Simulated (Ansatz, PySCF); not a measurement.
This Ansatz (a quantum-chemistry and plane-wave program) input computes a PBE0/def2-TZVPD energy:

Ansatz 0.2 input:
```yaml
crystal:
  periodic: [false, false, false]
  atoms:
    - {symbol: Be, position_ang: [0.15407420, 0.14286627, 0.01800058]}
    - {symbol: H, position_ang: [0.21621437, -0.96451612, 0.86310910]}
    - {symbol: H, position_ang: [-0.83251117, 0.39305104, -0.93511142]}
basis:
  gaussian:
    orbitals: def2-TZVPD
hamiltonian:
  xc: {name: PBE0}
total_charge: -1
magnetization: {spin_polarized: true, initial_magnetization: 1}
output: {forces: true}
```

Write an input for the same energy in PySCF and say what it gives.


```python
from pyscf import gto, scf, dft

mol = gto.M(
    atom='''
    Be    0.15407420    0.14286627    0.01800058
    H     0.21621437   -0.96451612    0.86310910
    H    -0.83251117    0.39305104   -0.93511142
    ''',
    basis='def2-tzvpd',
    charge=-1,
    spin=1,
    verbose=4,
)

mf = dft.UKS(mol, xc='pbe0').density_fit(auxbasis='def2-universal-jkfit')
mf.grids.level = 3
mf.conv_tol = 1e-9
mf.max_cycle = 100
mf.max_memory = 1500
mf.kernel()
if not mf.converged:
    mf = mf.newton()
    mf.kernel(mf.make_rdm1())
for _ in range(2):
    mo, _, stable, _ = mf.stability(return_status=True)
    if stable:
        break
    mf.kernel(mf.make_rdm1(mo, mf.mo_occ))
mf.analyze()
```
It gives -15.85913 Eh, and Ansatz -15.85895 Eh, a difference of 0.18 mEh, from the treatment of integrals and grids.
